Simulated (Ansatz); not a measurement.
```yaml
crystal:
  periodic: [false, false, false]
  atoms:
    - {symbol: C, position_ang: [0.751537, -2.056190, -0.091361]}
    - {symbol: Zn, position_ang: [0.475918, -0.426522, -0.431418]}
    - {symbol: Se, position_ang: [0.525349, 1.673894, -1.053159]}
    - {symbol: C, position_ang: [-1.195577, 2.267484, 0.133858]}
    - {symbol: F, position_ang: [-2.431363, 2.153280, -0.441798]}
    - {symbol: F, position_ang: [-1.014759, 3.197299, 1.144523]}
    - {symbol: F, position_ang: [-1.138978, 0.877428, 1.130157]}
    - {symbol: H, position_ang: [0.452921, -2.940196, -1.045622]}
    - {symbol: H, position_ang: [2.052510, -2.160266, -0.017353]}
    - {symbol: H, position_ang: [0.488401, -2.589854, 1.119959]}
basis:
  gaussian: {orbitals: cc-pVTZ}
hamiltonian: {xc: {name: PBE-QIDH}}
output: {forces: true}
```

```sh
$ ansatz run in.yaml --threads 2 --pin off --events-out ev --progress --plain --max-ram 32768MiB --backend cpu
```

It prints (some lines left out):

```
Functional definition: PBE-QIDH
  name "PBE-QIDH"
  cite "Brémond, Sancho-García, Pérez-Jiménez & Adamo, J. Chem. Phys. 141, 031101 (2014) doi:10.1063/1.4890314"
  cite "Perdew, Burke & Ernzerhof, Phys. Rev. Lett. 77, 3865 (1996) doi:10.1103/PhysRevLett.77.3865"
  parameter a = 3^(-1/3)
  parameter c = 1/3
  exchange = (1 - a)*pbe_x + a*exact_x
  correlation = (1 - c)*pbe_c + c*(mp2_os + mp2_ss)
1967 factors; integrals over basis functions are off by at most 8.5e-4 eV
mean field evaluation 1: about -123978.2931 eV, gradient 5.8e1 eV
mean field evaluation 2: about -123978.4173 eV, gradient 5.8e1 eV
mean field evaluation 4: about -123984.6893 eV, gradient 5.7e0 eV
mean field evaluation 8: about -123984.7786 eV, gradient 6.0e-1 eV
mean field evaluation 16: about -123984.7797 eV, gradient 5.3e-4 eV
mean field -123984.77970355 eV, -4556.3566142034 hartree, gradient 4.5e-6 eV, S^2 0.000000; 0 other end points of the search recorded, 0 dependent functions left out
19 core orbitals not correlated: weight in the atoms' cores, before any rotation towards them, 1.000 or more for the frozen orbitals, at most 0.000 for the correlated occupied ones
reference -123984.77971693 eV, -4556.3566146951 hartree; 34, 34 occupied and 250, 250 virtual orbitals, 1967 factors
second order -67.82856935 eV of doubles, -0.00000000 eV of singles
the calculation of the forces begins
Total energy: -124007.38924005 eV, -4557.1874993444 hartree
Atom 0 at     0.751537    -2.056190    -0.091361 Å, force     3.532544   -10.502389     2.292213 eV/Å
Atom 1 at     0.475918    -0.426522    -0.431418 Å, force    -1.575087     4.344999    -0.144171 eV/Å
Atom 2 at     0.525349     1.673894    -1.053159 Å, force    -2.172012     3.217446     0.530246 eV/Å
Atom 3 at    -1.195577     2.267484     0.133858 Å, force     0.895229    -3.946931     2.828789 eV/Å
Atom 4 at    -2.431363     2.153280    -0.441798 Å, force     3.366020     1.302334     1.946221 eV/Å
Atom 5 at    -1.014759     3.197299     1.144523 Å, force    -1.290886    -2.003025    -3.765196 eV/Å
Atom 6 at    -1.138978     0.877428     1.130157 Å, force    -0.403659     2.857937    -2.424980 eV/Å
Atom 7 at     0.452921    -2.940196    -1.045622 Å, force     0.914568     2.778727     3.387298 eV/Å
Atom 8 at     2.052510    -2.160266    -0.017353 Å, force    -3.774785     0.199561    -0.410925 eV/Å
Atom 9 at     0.488401    -2.589854     1.119959 Å, force     0.508068     1.751342    -4.239496 eV/Å
Dipole moment:     0.216827    -0.135537    -0.289862 e Å
```

Hardware: 2 threads of a server CPU on a shared host. Wall time 88 s, peak host memory 1.4 GiB.
